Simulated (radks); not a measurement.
The numbers below are computed, except where a source is named.
Neutral scandium, 21 electrons, occupied as [Ar] 4s2 4p1 (not the ground configuration). Level of theory: non-relativistic Kohn-Sham, BLYP, spin-polarised, spherical densities, point nucleus; open shells are filled with parallel spins first (a radial shooting solver on a logarithmic mesh with Libxc functionals).

Normalised radial functions P(r) = r R(r), r in bohr:

```
   r/bohr * 3p up, o 3p down (the largest magnitude, 1.01, reaches the edge; | marks zero, & curves that meet)
  0.00834                             &
 0.009632                             &
  0.01104                             &
  0.01274                             &
   0.0146                             |&
  0.01673                             |&
  0.01932                             |&
  0.02213                             |&
  0.02536                             |&
  0.02929                             | &
  0.03355                             | &
  0.03875                             |  &
  0.04439                             |  &
  0.05086                             |   &
  0.05874                             |    &
  0.06729                             |     &
  0.07772                             |      &
  0.08904                             |        &
    0.102                             |         &
   0.1178                             |          &
    0.135                             |           o*
   0.1546                             |            &
   0.1786                             |             &
   0.2046                             |             &
   0.2363                             |            &
   0.2707                             |          &
   0.3102                             |       &
   0.3582                             |  &
   0.4104                           & |
   0.4702                      &      |
    0.543                &            |
   0.6221           &                 |
   0.7184      &                      |
   0.8231   &                         |
    0.943  &                          |
    1.089   &                         |
    1.248     &                       |
    1.441         &                   |
    1.651             &               |
    1.891                 &           |
    2.184                     &       |
    2.503                        &    |
    2.867                          &  |
    3.311                            &|
    3.794                            &|
    4.381                             &
    5.019                             &
    5.751                             &
    6.641                             &
    7.609                             &
    8.717                             &
    10.07                             &
    11.53                             &
    13.32                             &
    15.26                             &
```

3p up: eigenvalue -39.250 eV, 1 radial node at r = 0.393 bohr, <r> = 1.15 bohr, 90 % of the charge inside 1.76 bohr. 3p down: eigenvalue -39.202 eV, 1 radial node at r = 0.393 bohr, <r> = 1.15 bohr, 90 % of the charge inside 1.76 bohr.
